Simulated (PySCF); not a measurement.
OSi, triplet, geometry from GFN2-xTB (the spin is typed, not shown lowest), with bond 2-1 at 1.3 times its length; SVWN5/def2-SVP (PySCF).

Here is a job for PySCF.
```python
from pyscf import gto, scf, dft

mol = gto.Mole()
mol.atom = '''
    Si   -0.00000000   -0.00000000   -0.55809941
    O     0.00000000    0.00000000    1.43710598
'''
mol.basis = 'def2-svp'
mol.spin = 2
mol.verbose = 4
mol.build()

mf = dft.UKS(mol)
mf.xc = 'lda,vwn'
mf.level_shift = 0.5
mf.max_cycle = 100
mf.kernel()
mf.analyze()
```

Task: What does PySCF print? Leave out banner, timings and long lists.

Result: 
```
PySCF version 2.14.0

[INPUT] verbose = 4
[INPUT] num. atoms = 2
[INPUT] num. electrons = 22
[INPUT] charge = 0
[INPUT] spin (= nelec alpha-beta = 2S) = 2
[INPUT] symmetry False subgroup None
[INPUT] Mole.unit = angstrom
[INPUT] Symbol           X                Y                Z      unit          X                Y                Z       unit  Magmom
[...]
nuclear repulsion = 29.7051360827769
number of shells = 14
number of NR pGTOs = 60
number of NR cGTOs = 32
basis = def2-svp
ecp = {}

******** <class 'pyscf.dft.uks.UKS'> ********
method = UKS
initial guess = minao
damping factor = 0
level_shift factor = 0.5
DIIS = <class 'pyscf.scf.diis.CDIIS'>
diis_start_cycle = 1
diis_space = 8
diis_damp = 0
SCF conv_tol = 1e-09
SCF conv_tol_grad = None
SCF max_cycles = 100
direct_scf = True
direct_scf_tol = 1e-13
number electrons alpha = 12  beta = 10
XC library pyscf.dft.libxc version 7.1.2
    S. Lehtola, C. Steigemann, M. J. T. Oliveira, and M. A. L. Marques,  SoftwareX 7, 1–5 (2018)
XC functionals = lda,vwn
    P. A. M. Dirac,  Math. Proc. Cambridge Philos. Soc. 26, 376 (1930)
    F. Bloch,  Z. Phys. 57, 545 (1929)
    S. H. Vosko, L. Wilk, and M. Nusair,  Can. J. Phys. 58, 1200 (1980)
radial grids:
    Treutler-Ahlrichs [JCP 102, 346 (1995); DOI:10.1063/1.469408] (M4) radial grids

becke partition: Becke, JCP 88, 2547 (1988); DOI:10.1063/1.454033
pruning grids: <function nwchem_prune>
grids dens level: 3
symmetrized grids: False
atomic radii adjust function: <function treutler_atomic_radii_adjust>
small_rho_cutoff = 0
Set gradient conv threshold to 3.16228e-05
tot grids = 33264
init E= -362.592914891334

cycle= 1 E= -362.456510037324  delta_E= 0.136  |g|= 0.596  |ddm|= 1.16
cycle= 2 E= -362.332605627086  delta_E= 0.124  |g|= 0.917  |ddm|= 1.03
cycle= 3 E= -362.467040418929  delta_E= -0.134  |g|= 0.663  |ddm|= 0.24
cycle= 4 E= -362.536062125851  delta_E= -0.069  |g|= 0.517  |ddm|= 0.102
cycle= 5 E= -362.60447827835  delta_E= -0.0684  |g|= 0.349  |ddm|= 0.104
cycle= 6 E= -362.636912053173  delta_E= -0.0324  |g|= 0.244  |ddm|= 0.0776
cycle= 7 E= -362.653926486581  delta_E= -0.017  |g|= 0.171  |ddm|= 0.0532
cycle= 8 E= -362.661988302375  delta_E= -0.00806  |g|= 0.126  |ddm|= 0.0363
cycle= 9 E= -362.666573330353  delta_E= -0.00459  |g|= 0.0927  |ddm|= 0.028
cycle= 10 E= -362.668859615706  delta_E= -0.00229  |g|= 0.0717  |ddm|= 0.0195
cycle= 11 E= -362.670141471495  delta_E= -0.00128  |g|= 0.057  |ddm|= 0.0143
cycle= 12 E= -362.670928743646  delta_E= -0.000787  |g|= 0.0456  |ddm|= 0.011
cycle= 13 E= -362.671459611492  delta_E= -0.000531  |g|= 0.036  |ddm|= 0.00932
cycle= 14 E= -362.671785315667  delta_E= -0.000326  |g|= 0.0285  |ddm|= 0.00725
cycle= 15 E= -362.671985374821  delta_E= -0.0002  |g|= 0.0228  |ddm|= 0.00569
cycle= 16 E= -362.672112801708  delta_E= -0.000127  |g|= 0.0183  |ddm|= 0.00456
cycle= 17 E= -362.672193397254  delta_E= -8.06e-05  |g|= 0.0148  |ddm|= 0.00362
cycle= 18 E= -362.672244821663  delta_E= -5.14e-05  |g|= 0.012  |ddm|= 0.00288
cycle= 19 E= -362.67227868331  delta_E= -3.39e-05  |g|= 0.00979  |ddm|= 0.00234
cycle= 20 E= -362.672301021307  delta_E= -2.23e-05  |g|= 0.00797  |ddm|= 0.0019
cycle= 21 E= -362.672316192314  delta_E= -1.52e-05  |g|= 0.00643  |ddm|= 0.00157
cycle= 22 E= -362.672326178169  delta_E= -9.99e-06  |g|= 0.00518  |ddm|= 0.00129
cycle= 23 E= -362.672332687443  delta_E= -6.51e-06  |g|= 0.00417  |ddm|= 0.00105
cycle= 24 E= -362.672336893853  delta_E= -4.21e-06  |g|= 0.00336  |ddm|= 0.000843
cycle= 25 E= -362.672339588629  delta_E= -2.69e-06  |g|= 0.00273  |ddm|= 0.000676
cycle= 26 E= -362.672341378949  delta_E= -1.79e-06  |g|= 0.00221  |ddm|= 0.000551
cycle= 27 E= -362.672342532003  delta_E= -1.15e-06  |g|= 0.0018  |ddm|= 0.000442
cycle= 28 E= -362.672343303316  delta_E= -7.71e-07  |g|= 0.00146  |ddm|= 0.000362
cycle= 29 E= -362.672343812832  delta_E= -5.1e-07  |g|= 0.00119  |ddm|= 0.000295
cycle= 30 E= -362.672344146633  delta_E= -3.34e-07  |g|= 0.000967  |ddm|= 0.000239
cycle= 31 E= -362.672344370943  delta_E= -2.24e-07  |g|= 0.000783  |ddm|= 0.000197
cycle= 32 E= -362.672344519013  delta_E= -1.48e-07  |g|= 0.000634  |ddm|= 0.000161
cycle= 33 E= -362.672344615976  delta_E= -9.7e-08  |g|= 0.000513  |ddm|= 0.000131
cycle= 34 E= -362.672344679825  delta_E= -6.38e-08  |g|= 0.000415  |ddm|= 0.000107
cycle= 35 E= -362.672344721773  delta_E= -4.19e-08  |g|= 0.000336  |ddm|= 8.67e-05
cycle= 36 E= -362.672344748826  delta_E= -2.71e-08  |g|= 0.000273  |ddm|= 6.97e-05
cycle= 37 E= -362.672344766687  delta_E= -1.79e-08  |g|= 0.000222  |ddm|= 5.66e-05
cycle= 38 E= -362.672344778497  delta_E= -1.18e-08  |g|= 0.000181  |ddm|= 4.61e-05
cycle= 39 E= -362.672344786307  delta_E= -7.81e-09  |g|= 0.000148  |ddm|= 3.75e-05
cycle= 40 E= -362.672344791515  delta_E= -5.21e-09  |g|= 0.00012  |ddm|= 3.07e-05
cycle= 41 E= -362.672344794965  delta_E= -3.45e-09  |g|= 9.77e-05  |ddm|= 2.5e-05
cycle= 42 E= -362.672344797248  delta_E= -2.28e-09  |g|= 7.95e-05  |ddm|= 2.04e-05
cycle= 43 E= -362.672344798771  delta_E= -1.52e-09  |g|= 6.45e-05  |ddm|= 1.67e-05
cycle= 44 E= -362.67234479978  delta_E= -1.01e-09  |g|= 5.24e-05  |ddm|= 1.36e-05
cycle= 45 E= -362.672344800446  delta_E= -6.67e-10  |g|= 4.25e-05  |ddm|= 1.11e-05
cycle= 46 E= -362.672344800886  delta_E= -4.4e-10  |g|= 3.44e-05  |ddm|= 9.06e-06
cycle= 47 E= -362.672344801175  delta_E= -2.89e-10  |g|= 2.79e-05  |ddm|= 7.38e-06

Extra cycle  E= -362.659700377064  delta_E= 0.0126  |g|= 0.187  |ddm|= 1.44
SCF not converged.
SCF energy = -362.659700377064 after 100 cycles  <S^2> = 2.0072609  2S+1 = 3.0048367
**** SCF Summaries ****
Total Energy =                        -362.659700377063587
Nuclear Repulsion Energy =              29.705136082776924
One-electron Energy =                 -562.800196145882410
Two-electron Energy =                  170.435359686041949
Two-electron Coulomb Energy =          197.946559514764630
DFT Exchange-Correlation Energy =      -27.511199828722674
**** MO energy ****
                             alpha | beta                alpha | beta
[...]
To work with the spin densities directly, `use mulliken_meta_spin()` only printing them here.

 ** Mulliken spin pop alpha/beta on meta-lowdin orthogonal AOs **
 ** Mulliken Spin Density (per AO)  **
spin_pop of  0 Si 1s        0.00000
spin_pop of  0 Si 2s       -0.00001
spin_pop of  0 Si 3s       -0.00797
spin_pop of  0 Si 4s       -0.00128
spin_pop of  0 Si 2px      -0.00003
spin_pop of  0 Si 2py       0.00005
spin_pop of  0 Si 2pz      -0.00002
spin_pop of  0 Si 3px       0.17131
spin_pop of  0 Si 3py       0.80102
spin_pop of  0 Si 3pz      -0.04202
spin_pop of  0 Si 4px       0.00003
spin_pop of  0 Si 4py       0.00001
spin_pop of  0 Si 4pz       0.00034
spin_pop of  0 Si 3dxy     -0.00000
spin_pop of  0 Si 3dyz      0.00281
spin_pop of  0 Si 3dz^2    -0.00034
spin_pop of  0 Si 3dxz      0.00192
spin_pop of  0 Si 3dx2-y2   -0.00070
spin_pop of  1 O 1s       -0.00001
spin_pop of  1 O 2s       -0.00386
spin_pop of  1 O 3s       -0.00107
spin_pop of  1 O 2px       0.82666
spin_pop of  1 O 2py       0.19588
spin_pop of  1 O 2pz       0.05689
spin_pop of  1 O 3px       0.00001
spin_pop of  1 O 3py       0.00028
spin_pop of  1 O 3pz      -0.00007
spin_pop of  1 O 3dxy     -0.00000
spin_pop of  1 O 3dyz     -0.00005
spin_pop of  1 O 3dz^2     0.00013
spin_pop of  1 O 3dxz      0.00010
spin_pop of  1 O 3dx2-y2   -0.00001
 ** Mulliken Spin Density (per atom)  **
spin density of  0 Si =      0.92511
spin density of  1 O =      1.07489
 ** Mulliken pop alpha/beta on meta-lowdin orthogonal AOs **
 ** Mulliken pop       alpha | beta **
[...]
In total            12.00000 | 10.00000
 ** Mulliken atomic charges   ( Nelec_alpha | Nelec_beta ) **
charge of  0Si =      0.11265  (     7.40623      6.48112 )
charge of  1O =     -0.11265  (     4.59377      3.51888 )
Dipole moment(X, Y, Z, Debye): -0.00000, -0.00000,  0.44978
```

The run did not converge; its last values are not results.
